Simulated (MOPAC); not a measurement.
MOPAC input (PM7):

```
PM7 1SCF UHF MS=0.5 GEO-OK AUX(PRECISION=9) THREADS=1
CHBrCl

Cl    1.97290900 1    0.33833400 1   -0.18356200 1
C     0.46845000 1    0.60372500 1    0.56218300 1
Br   -1.05216200 1   -0.29305200 1   -0.05305000 1
H     0.47551900 1    0.88278700 1    1.60422400 1
```

Output:

```
 *******************************************************************************
 **                                                                           **
 **                              MOPAC v23.2.5                                **
 **                                                                           **
 *******************************************************************************
 ** MOPAC's Digital Object Identifier: https://doi.org/10.5281/zenodo.6511958 **
 **                                                                           **
 ** Please cite the open-source release paper for use of this MOPAC version:  **
 ** J. E. Moussa and J. J. P. Stewart (2026)                                  **
 ** MOPAC: An open-source semiempirical molecular orbital program             **
 ** J. Open Source Softw., 11(119), 8025, https://doi.org/10.21105/joss.08025 **
 *******************************************************************************

                              PM7 CALCULATION RESULTS

 *******************************************************************************
 *  PM7        - The PM7 Hamiltonian to be used
 *  GEO-OK     - OVERRIDE INTERATOMIC DISTANCE AND OTHER SAFETY CHECKS
 *  UHF        - UNRESTRICTED HARTREE-FOCK CALCULATION
 *  MS=        - IN MECI, MAGNETIC COMPONENT OF SPIN =  0.5
 *  1SCF       - DO 1 SCF AND THEN STOP
 *  AUX        - OUTPUT AUXILIARY INFORMATION
 *******************************************************************************
PM7 1SCF UHF MS=0.5 GEO-OK AUX(PRECISION=9) THREADS=1
 CHBrCl

   ATOM   CHEMICAL          X               Y               Z
  NUMBER   SYMBOL      (ANGSTROMS)     (ANGSTROMS)     (ANGSTROMS)

     1      Cl          1.97290900  *   0.33833400  *  -0.18356200  *
     2       C          0.46845000  *   0.60372500  *   0.56218300  *
     3      Br         -1.05216200  *  -0.29305200  *  -0.05305000  *
     4       H          0.47551900  *   0.88278700  *   1.60422400  *

          CARTESIAN COORDINATES

    NO.       ATOM           X           Y           Z

     1        Cl          1.9729      0.3383     -0.1836
     2         C          0.4685      0.6037      0.5622
     3        Br         -1.0522     -0.2931     -0.0531
     4         H          0.4755      0.8828      1.6042

 General Reference for PM7:
 "Optimization of Parameters for Semiempirical Methods VI: More Modifications to the
 NDDO Approximations and Re-optimization of Parameters", J. J. P. Stewart, J. Mol. Mod., 1:32, 19 (2013)
 https://link.springer.com/article/10.1007/s00894-012-1667-x

           Empirical Formula: C H Cl Br  =     4 atoms

      MOLECULAR POINT GROUP   :   C1

          UHF CALCULATION, NO. OF ALPHA ELECTRONS =   10
                           NO. OF BETA  ELECTRONS =    9

 -------------------------------------------------------------------------------
 PM7 1SCF UHF MS=0.5 GEO-OK AUX(PRECISION=9) THREADS=1
 CHBrCl

     1SCF WAS SPECIFIED, SO BFGS WAS NOT USED
     SCF FIELD WAS ACHIEVED

                              PM7 CALCULATION
                                                       MOPAC v23.2.5 Linux

          FINAL HEAT OF FORMATION =         26.91702 KCAL/MOL =     112.62081 KJ/MOL

          COSMO AREA              =        100.85 SQUARE ANGSTROMS
          COSMO VOLUME            =         85.55 CUBIC ANGSTROMS

          IONIZATION POTENTIAL    =          9.654733 EV
          ALPHA SOMO LUMO (EV)    =         -9.655  0.089
          BETA  SOMO LUMO (EV)    =        -10.755 -0.852
          NO. OF ALPHA ELECTRONS  =         10
          NO. OF BETA  ELECTRONS  =          9
          MOLECULAR WEIGHT        =        128.3759         POINT GROUP:  C1

          MOLECULAR DIMENSIONS (Angstroms)

            Atom       Atom       Distance
           Br     3   Cl     1     3.09301
           Cl     1    H     4     1.92180
            C     2   Br     3     0.21117

          SCF CALCULATIONS        =          1

   ATOM   CHEMICAL          X               Y               Z
  NUMBER   SYMBOL      (ANGSTROMS)     (ANGSTROMS)     (ANGSTROMS)

     1      Cl          1.97290900  *   0.33833400  *  -0.18356200  *
     2       C          0.46845000  *   0.60372500  *   0.56218300  *
     3      Br         -1.05216200  *  -0.29305200  *  -0.05305000  *
     4       H          0.47551900  *   0.88278700  *   1.60422400  *

                             CARTESIAN COORDINATES

   1   Cl        1.972909000     0.338334000    -0.183562000
   2    C        0.468450000     0.603725000     0.562183000
   3   Br       -1.052162000    -0.293052000    -0.053050000
   4    H        0.475519000     0.882787000     1.604224000

           Empirical Formula: C H Cl Br  =     4 atoms

      MOLECULAR POINT GROUP   :   C1

          ALPHA EIGENVALUES
 -27.62244 -25.52657 -21.35316 -15.78266 -14.46124 -13.47705 -11.45805 -11.29667
 -10.76166  -9.65473   0.08950   0.68826   4.69670  68.47009  68.53844  68.59724
  68.85891  68.86766 253.23986 253.32131 253.42195 253.90068 253.91597

           BETA EIGENVALUES
 -27.39297 -25.39516 -20.95924 -15.52380 -14.24719 -12.47074 -11.36188 -10.93169
 -10.75461  -0.85231   0.42820   1.09203   4.87410  68.46843  68.54987  68.61085
  68.91367  68.92724 253.25799 253.32380 253.45201 254.20125 254.20575

              NET ATOMIC CHARGES AND DIPOLE CONTRIBUTIONS

  ATOM NO.   TYPE          CHARGE      No. of ELECS.   s-Pop       p-Pop       d-Pop
    1         Cl          -0.013508        7.0135     1.98034     5.02650     0.00666
    2          C          -0.182273        4.1823     1.21459     2.96768
    3         Br           0.017897        6.9821     1.94306     5.03544     0.00361
    4          H           0.177884        0.8221     0.82212
 DIPOLE           X         Y         Z       TOTAL
 POINT-CHG.    -0.222     0.179     0.886     0.931
 HYBRID         0.018    -0.206     0.174     0.270
 SUM           -0.204    -0.027     1.060     1.079

          ATOMIC ORBITAL ELECTRON POPULATIONS

     Atom    s        px        py        pz      x^2-y^2     xz        z^2       yz        xy
    1 Cl   1.98034   1.29076   1.91604   1.81971   0.00270   0.00187   0.00095   0.00018   0.00095
    2  C   1.21459   0.85893   1.03988   1.06887
    3 Br   1.94306   1.39422   1.74518   1.89604   0.00079   0.00087   0.00045   0.00037   0.00114
    4  H   0.82212

                    (SZ)    =    0.500000
                    (S**2)  =    0.753355

          ATOMIC ORBITAL SPIN POPULATIONS

    Atom   Total    s     px     py     pz   x^2-y^2  xz     z^2    yz     xy
         Atomic
    1 Cl  0.0495  0.002 -0.015  0.061  0.002  0.000  0.000  0.000  0.000  0.000
    2  C  0.9288  0.055  0.059  0.627  0.187
    3 Br  0.0389  0.001 -0.029  0.064  0.002  0.000  0.000  0.000  0.000  0.000
    4  H -0.0172 -0.017

 **********************
 *                    *
 * JOB ENDED NORMALLY *
 *                    *
 **********************

 == MOPAC DONE ==
```

The geometry given is a B3LYP-D3(BJ)/def2-TZVP minimum.
